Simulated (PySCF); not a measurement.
Ga(H)(Cl)2(NH3), H₄Cl₂GaN, singlet, CAM-B3LYP/def2-SVP optimised geometry.

```
8

Ga    -0.66     0.16     0.00
H     -1.41     1.52     0.00
Cl    -1.52    -1.52    -1.08
Cl     1.52     0.16     0.00
N     -0.89    -0.65     1.92
H     -1.86    -0.84     2.16
H     -0.48    -0.06     2.65
H     -0.39    -1.54     1.93
```

Density from CAM-B3LYP/def2-TZVP in PySCF 2.14.0 at that geometry.

Minimum of the electron density along straight lines between bonded atoms, close to the bond critical point (lines longer than 1.1 times the sum of covalent radii, or with two minima, are not listed):

```csv
bond,length / Å,ρ at the minimum / e bohr⁻³,∇²ρ there / e bohr⁻⁵,position (fraction from the first atom)
Ga1–H2,1.554,0.119,0.15,0.60
Ga1–Cl3,2.180,0.090,0.25,0.44
Ga1–Cl4,2.181,0.090,0.25,0.44
Ga1–N5,2.099,0.073,0.25,0.47
N5–H6,1.022,0.330,-1.67,0.74
N5–H7,1.022,0.330,-1.67,0.74
N5–H8,1.023,0.329,-1.67,0.75
```
